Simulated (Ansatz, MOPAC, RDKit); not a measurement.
System: arsenic trifluoride, AsF3, net charge 0, singlet state. SMILES: F[As](F)F

Atoms: F1, As2, F3, F4. Bonds: F1-As2, As2-F3, As2-F4.

Bond lengths (Å) and angles (degrees) optimised at UFF with RDKit; MNDO with MOPAC; HF/3-21G with Ansatz (a quantum-chemistry and plane-wave program); HF/6-31G* with LANL2DZ past Ar with Ansatz; B3LYP/6-31G* with LANL2DZ past Ar with Ansatz; MP2/6-31G* with LANL2DZ past Ar with Ansatz, each started from the B3LYP-D3(BJ)/def2-TZVP structure (Ansatz) of the last column. A row stands for all coordinates that are equal there. 6-31G* holds six Cartesian d functions. No wavenumbers were computed at UFF, MNDO, MP2/6-31G* with LANL2DZ past Ar, so these may be saddle points.

```
coordinate    UFF   MNDO  HF/3-21G  HF/6-31G* with LANL2DZ past Ar  B3LYP/6-31G* with LANL2DZ past Ar  MP2/6-31G* with LANL2DZ past Ar  B3LYP-D3(BJ)/def2-TZVP
----------  -----  -----  --------  ------------------------------  ---------------------------------  -------------------------------  ----------------------
F1-As2      1.817  1.689     1.688                           1.681                              1.723                            1.712                   1.729
F1-As2-F3    92.1   98.5      95.2                            95.2                               95.7                             95.6                    96.0
```

Mean signed difference of all 3 bond lengths from B3LYP-D3(BJ)/def2-TZVP: UFF 0.087 Å, MNDO -0.040 Å, HF/3-21G -0.041 Å, HF/6-31G* with LANL2DZ past Ar -0.049 Å, B3LYP/6-31G* with LANL2DZ past Ar -0.007 Å, MP2/6-31G* with LANL2DZ past Ar -0.018 Å.
